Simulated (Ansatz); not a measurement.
The In1–H2 bond of ClFHIn (SMILES [F][InH][Cl]) is stretched (multiplicity 1, the rest rigid).
Geometry at rest (charge 0, multiplicity 1):
```xyz
4

In    -0.0947    -0.4182     0.2022
H     -1.0212    -1.8132     0.4545
F      1.5781    -0.1126     1.1639
Cl    -0.5023     1.3717    -1.2258
```

Correlated levels freeze the cores. Filled d and f shells under p-block atoms count as core.

Programs: Ansatz (an electronic-structure program).  In def2 rows elements past Kr take small-core potentials, without spin–orbit coupling.

Energies above the point at 1.694 Å (the B3LYP-D3(BJ) bond length), FIC-MRCISD+Q on CASSCF(2,2)/def2-TZVPP (kcal/mol): 7.08 at 1.524 Å; 2.66 at 1.863 Å; 71.56 at 5.419 Å.

Problem. Take the last value as the depth D of a Morse curve D(1 − e^(−a(R − R₀)))², fit a and R₀ to the two near points, and test it at 2.286 and 2.964 Å.

Solution. 
With D = 71.6, both near points (counted from the curve's value at 1.694 Å) are met by a = 1.45 Å⁻¹ and R₀ = 1.714 Å, so k = 2Da² = 301 kcal/(mol Å²). The curve then gives 22.7 and 50.0 kcal/mol; the level itself gives 24.5 and 56.2, so Morse is off by -1.8 and -6.1.
